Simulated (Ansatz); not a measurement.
Geometry optimisation, Ansatz, RKS PBE/def2-SVP.

input.yaml

```yaml
crystal:
  periodic: [false, false, false]
  atoms:
    - { symbol: Ta, position_ang: [-0.164225, -0.150702, -0.044868] }
    - { symbol: Cl, position_ang: [2.266796, -0.0343, -0.330027] }
    - { symbol: Cl, position_ang: [0.28859, -0.650946, 2.223831] }
    - { symbol: O, position_ang: [-0.249624, -0.338151, -1.93324] }
    - { symbol: H, position_ang: [-0.144727, -0.967367, -2.668328] }
    - { symbol: O, position_ang: [-1.009318, 1.506743, 0.104259] }
    - { symbol: H, position_ang: [-0.67671, 2.18006, 0.752979] }
    - { symbol: F, position_ang: [-1.459376, -1.534521, 0.051462] }
    - { symbol: Br, position_ang: [1.091038, 2.921174, 1.949607] }
    - { symbol: H, position_ang: [2.018157, 1.89541, 1.346825] }
basis:
  gaussian: { orbitals: def2-SVP }
hamiltonian:
  xc: pbe
relax:
  f_tol: 0.03
  max_steps: 50
```

Launched with:

```bash
$ ansatz run input.yaml --threads 4 --pin off --max-ram 5120MiB --backend cpu --events-out ev --progress --plain --runs-dir out
```

Question: Where does it end, and by what steps?

Answer: The run converged. After 27 steps the energy has fallen by 0.317 eV; Cl3 moved furthest, 1.58 Å.

```json
{"step": "0", "energy less start (eV)": "0.0000", "largest force component (eV/Å)": "0.955", "accepted": "yes"}
{"step": "1", "energy less start (eV)": "-0.1362", "largest force component (eV/Å)": "0.329", "accepted": "yes"}
{"step": "2", "energy less start (eV)": "-0.1541", "largest force component (eV/Å)": "0.238", "accepted": "yes"}
{"step": "3", "energy less start (eV)": "-0.1614", "largest force component (eV/Å)": "0.216", "accepted": "yes"}
{"step": "4", "energy less start (eV)": "-0.1645", "largest force component (eV/Å)": "0.079", "accepted": "yes"}
{"step": "5", "energy less start (eV)": "-0.1698", "largest force component (eV/Å)": "0.048", "accepted": "yes"}
{"step": "6", "energy less start (eV)": "-0.1736", "largest force component (eV/Å)": "0.094", "accepted": "yes"}
{"step": "7", "energy less start (eV)": "-0.1781", "largest force component (eV/Å)": "0.123", "accepted": "yes"}
{"step": "8", "energy less start (eV)": "-0.1794", "largest force component (eV/Å)": "0.387", "accepted": "yes"}
{"step": "9", "energy less start (eV)": "-0.1881", "largest force component (eV/Å)": "0.655", "accepted": "yes"}
{"step": "10", "energy less start (eV)": "-0.2219", "largest force component (eV/Å)": "0.523", "accepted": "yes"}
{"step": "11", "energy less start (eV)": "-0.2475", "largest force component (eV/Å)": "0.498", "accepted": "yes"}
{"step": "12", "energy less start (eV)": "-0.2503", "largest force component (eV/Å)": "0.461", "accepted": "yes"}
{"step": "13", "energy less start (eV)": "-0.2640", "largest force component (eV/Å)": "0.211", "accepted": "yes"}
{"step": "14", "energy less start (eV)": "-0.2693", "largest force component (eV/Å)": "0.117", "accepted": "yes"}
{"step": "15", "energy less start (eV)": "-0.2714", "largest force component (eV/Å)": "0.137", "accepted": "yes"}
{"step": "16", "energy less start (eV)": "-0.2737", "largest force component (eV/Å)": "0.136", "accepted": "yes"}
{"step": "17", "energy less start (eV)": "-0.2767", "largest force component (eV/Å)": "0.278", "accepted": "yes"}
{"step": "18", "energy less start (eV)": "-0.2804", "largest force component (eV/Å)": "0.155", "accepted": "yes"}
{"step": "19", "energy less start (eV)": "-0.2852", "largest force component (eV/Å)": "0.427", "accepted": "yes"}
{"step": "20", "energy less start (eV)": "-0.2895", "largest force component (eV/Å)": "0.591", "accepted": "yes"}
{"step": "21", "energy less start (eV)": "-0.2919", "largest force component (eV/Å)": "0.715", "accepted": "yes"}
{"step": "22", "energy less start (eV)": "-0.2988", "largest force component (eV/Å)": "0.642", "accepted": "yes"}
{"step": "23", "energy less start (eV)": "-0.3099", "largest force component (eV/Å)": "0.208", "accepted": "yes"}
{"step": "24", "energy less start (eV)": "-0.3133", "largest force component (eV/Å)": "0.063", "accepted": "yes"}
{"step": "25", "energy less start (eV)": "-0.3145", "largest force component (eV/Å)": "0.299", "accepted": "yes"}
{"step": "26", "energy less start (eV)": "-0.3165", "largest force component (eV/Å)": "0.101", "accepted": "yes"}
{"step": "27", "energy less start (eV)": "-0.3174", "largest force component (eV/Å)": "0.017", "accepted": "yes"}
```

```xyz
10
Properties=species:S:1:pos:R:3
Ta -0.160 -0.396 0.071
Cl 2.124 0.347 0.376
Cl 0.167 -2.103 1.619
O 0.226 -0.634 -1.773
H -0.362 -0.903 -2.503
O -0.793 1.265 0.644
H -0.430 2.152 0.907
F -1.927 -1.018 -0.257
Br 1.210 3.679 1.366
H 1.905 2.439 1.003
```

Whether the end is a true minimum wasn't checked by a vibrational analysis.

Time of the run: 2.5 min on 4 threads of Intel(R) Xeon(R) Platinum 8259CL CPU @ 2.50GHz (Skylake/Cascade Lake), on a shared host, peak memory 0.29 GiB.
